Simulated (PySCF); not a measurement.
Scan of H₂Se, singlet: symmetric bend, bond length relaxed. Scanned: H-Se-H angle. Other coordinates (Se-H bond length) were minimised at B3LYP/def2-TZVP.

B3LYP/cc-pVTZ (PySCF); CCSD(T) on RHF/cc-pVTZ, 9 core orbitals frozen (PySCF).

Energies relative to the lowest point of each profile, in eV:

```tsv
a / °	B3LYP
170	3.078
160	2.599
150	2.012
140	1.440
130	0.937
120	0.528
110	0.229
100	0.050
90	0.000
80	0.086
70	0.310
60	0.663
```

Question: What does CCSD(T) give at the same points?

Answer: 170: 3.066; 160: 2.585; 150: 2.006; 140: 1.440; 130: 0.940; 120: 0.530; 110: 0.229; 100: 0.050; 90: 0.000; 80: 0.085; 70: 0.307; 60: 0.660 (eV).
